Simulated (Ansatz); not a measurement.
Geometry optimisation, RKS PBE-D4/def2-SVP in Ansatz 0.2.0.

input.yaml

```yaml
crystal:
  periodic: [false, false, false]
  atoms:
    - { symbol: B, position_ang: [-0.1913, 1.5326, 0.1147] }
    - { symbol: O, position_ang: [1.019, 0.8523, 0.2373] }
    - { symbol: Al, position_ang: [0.6164, -0.8595, -0.3134] }
    - { symbol: O, position_ang: [0.1389, -2.0867, 0.9196] }
    - { symbol: F, position_ang: [0.8361, -1.3303, -2.0478] }
    - { symbol: H, position_ang: [-0.9808, 1.6684, 1.0196] }
    - { symbol: H, position_ang: [-0.4637, 2.152, -0.8966] }
    - { symbol: H, position_ang: [-0.8824, -1.9859, 0.9108] }
basis:
  gaussian: { orbitals: def2-SVP }
hamiltonian:
  xc: pbe
  dispersion: d4
relax:
  f_tol: 0.015
  max_steps: 40
```

Launched with:

```bash
$ ansatz run input.yaml --threads 1 --pin off --max-ram 2048MiB --backend cpu --events-out ev --progress --plain --runs-dir out
```

Q: Where does it end, and by what steps?

A: It converged. The force dipped under the threshold on the way, but the program's further checks kept it going. After 26 steps the energy has fallen by 1.354 eV; H7 moved furthest, 1.66 Å.

```json
{"step": "0", "energy less start (eV)": "0.0000", "largest force component (eV/Å)": "2.928", "accepted": "yes"}
{"step": "1", "energy less start (eV)": "-0.4140", "largest force component (eV/Å)": "1.747", "accepted": "yes"}
{"step": "2", "energy less start (eV)": "-0.6831", "largest force component (eV/Å)": "0.940", "accepted": "yes"}
{"step": "3", "energy less start (eV)": "-0.8236", "largest force component (eV/Å)": "0.439", "accepted": "yes"}
{"step": "4", "energy less start (eV)": "-0.9250", "largest force component (eV/Å)": "0.330", "accepted": "yes"}
{"step": "5", "energy less start (eV)": "-1.0010", "largest force component (eV/Å)": "0.761", "accepted": "yes"}
{"step": "6", "energy less start (eV)": "-1.0744", "largest force component (eV/Å)": "0.334", "accepted": "yes"}
{"step": "7", "energy less start (eV)": "-1.1210", "largest force component (eV/Å)": "0.161", "accepted": "yes"}
{"step": "8", "energy less start (eV)": "-1.1570", "largest force component (eV/Å)": "0.324", "accepted": "yes"}
{"step": "9", "energy less start (eV)": "-1.2150", "largest force component (eV/Å)": "0.373", "accepted": "yes"}
{"step": "10", "energy less start (eV)": "-1.1975", "largest force component (eV/Å)": "2.174", "accepted": "no"}
{"step": "11", "energy less start (eV)": "-1.2445", "largest force component (eV/Å)": "0.287", "accepted": "yes"}
{"step": "12", "energy less start (eV)": "-1.2671", "largest force component (eV/Å)": "0.586", "accepted": "yes"}
{"step": "13", "energy less start (eV)": "-1.2926", "largest force component (eV/Å)": "0.316", "accepted": "yes"}
{"step": "14", "energy less start (eV)": "-1.2866", "largest force component (eV/Å)": "0.621", "accepted": "no"}
{"step": "15", "energy less start (eV)": "-1.3065", "largest force component (eV/Å)": "0.192", "accepted": "yes"}
{"step": "16", "energy less start (eV)": "-1.3185", "largest force component (eV/Å)": "0.118", "accepted": "yes"}
{"step": "17", "energy less start (eV)": "-1.3288", "largest force component (eV/Å)": "0.266", "accepted": "yes"}
{"step": "18", "energy less start (eV)": "-1.3479", "largest force component (eV/Å)": "0.071", "accepted": "yes"}
{"step": "19", "energy less start (eV)": "-1.3379", "largest force component (eV/Å)": "0.362", "accepted": "no"}
{"step": "20", "energy less start (eV)": "-1.3518", "largest force component (eV/Å)": "0.017", "accepted": "yes"}
{"step": "21", "energy less start (eV)": "-1.3527", "largest force component (eV/Å)": "0.063", "accepted": "yes"}
{"step": "22", "energy less start (eV)": "-1.3528", "largest force component (eV/Å)": "0.057", "accepted": "yes"}
{"step": "23", "energy less start (eV)": "-1.3537", "largest force component (eV/Å)": "0.009", "accepted": "yes"}
{"step": "24", "energy less start (eV)": "-1.3538", "largest force component (eV/Å)": "0.016", "accepted": "yes"}
{"step": "25", "energy less start (eV)": "-1.3529", "largest force component (eV/Å)": "0.130", "accepted": "no"}
{"step": "26", "energy less start (eV)": "-1.3538", "largest force component (eV/Å)": "0.007", "accepted": "yes"}
```

```xyz
8
Properties=species:S:1:pos:R:3
B -0.242 1.948 0.040
O -0.064 0.627 -0.135
Al 0.148 -1.044 -0.339
O 0.272 -2.024 1.044
F 0.228 -1.655 -1.889
H -1.380 2.395 0.116
H 0.736 2.679 0.118
H 0.394 -2.984 0.988
```

The run took 77 s on 1 thread of Arm Neoverse V1, on a shared host, peak memory 0.14 GiB.
